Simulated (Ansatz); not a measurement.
CH7BOSSi, SMILES `CSB[SiH2]O`, relaxed with RKS PBE-D4/def2-SVP in Ansatz from a rough embedded geometry. The force threshold is 0.03 eV/Å; the program also tests the step.

Total charge 0; spin multiplicity 1.

Start:

```xyz
12

C     0.550    1.202    1.555
S     1.286   -0.385    1.224
B    -0.305   -1.048    0.466
Si   -0.596   -1.022   -1.459
O     0.701   -0.174   -2.210
H     1.366    1.904    1.995
H    -0.280    1.154    2.221
H     0.277    1.693    0.558
H    -1.067   -1.601    1.197
H    -0.756   -2.308   -1.976
H    -1.831   -0.172   -1.658
H     0.657    0.757   -1.914
```

Problem. By how much does the energy fall, and how many steps does the optimiser take? (An estimate is asked.)

Solution. Computed: 154.57 kJ/mol, in 20 steps, 2 of them rejected.

Problem. Which bonds change most? (An estimate is asked.)

Solution. The calculation gave: S2–B3 from 1.883 to 1.764 Å; Si4–H10 from 1.395 to 1.504 Å; B3–Si4 from 1.947 to 2.015 Å; C1–S2 from 1.780 to 1.836 Å.

Problem. Give the relaxed structure. (Best estimate.)

Solution. The calculation gave: 
```xyz
12

C     0.627    1.338    2.135
S     0.818    0.723    0.416
B    -0.488   -0.425    0.119
Si   -0.590   -1.227   -1.727
O     0.670   -0.725   -2.741
H     1.630    1.392    2.600
H    -0.024    0.653    2.710
H     0.182    2.352    2.112
H    -1.278   -0.677    1.010
H    -0.491   -2.727   -1.675
H    -1.948   -0.896   -2.314
H     0.893    0.218   -2.645
```
